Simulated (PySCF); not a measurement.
# A series of derivatives of Thiirane

Parent skeleton `[CH2:1]1[CH2:2][S:3]1`; one hydrogen on atom 1 is replaced by X. Hydrogens on one atom are averaged.

How the numbers were obtained: GIAO PBE0/pcSseg-1 shieldings, geometry from PBE0-D3(BJ)/def2-SVP, in PySCF (equivalent nuclei averaged, one computed conformer, no solvent model, no relativistic terms).

References, each an isolated molecule treated in the same way: 13C, 1H vs TMS; CS2 for 33S.

Parent (X = H): C1 20.0, C2 20.0, S3 -274.9, H(C1) 2.15, H(C2) 2.15 ppm. Effects are Δδ = δ(X) − δ(H), positive for deshielding.

Known members:
| X | C1 | C2 | S3 | H(C1) | H(C2) |
| --- | --- | --- | --- | --- | --- |
| OSiH3 | +50.5 | +10.5 | +96.5 | +2.90 | +0.27 |

Four more derivatives gave (Δδ, ppm):
```tsv
compound	C1	C2	S3	H(C1)	H(C2)
1	+8.9	+10.5	+100.3	+0.43	+0.64
2	+1.9	+9.9	+121.9	+0.90	+0.24
3	-5.3	+5.9	+63.6	-0.20	+0.39
4	+12.4	+8.5	+27.9	+0.74	+0.13
```

Question: Their substituents are BCl2, BF2, CH2F, ethynyl. Which is which?

Answer: 1: X = BCl2 (ClB(Cl)[C@@H]1CS1); 2: X = ethynyl (C#C[C@@H]1CS1); 3: X = BF2 (FB(F)[C@@H]1CS1); 4: X = CH2F (FC[C@H]1CS1).
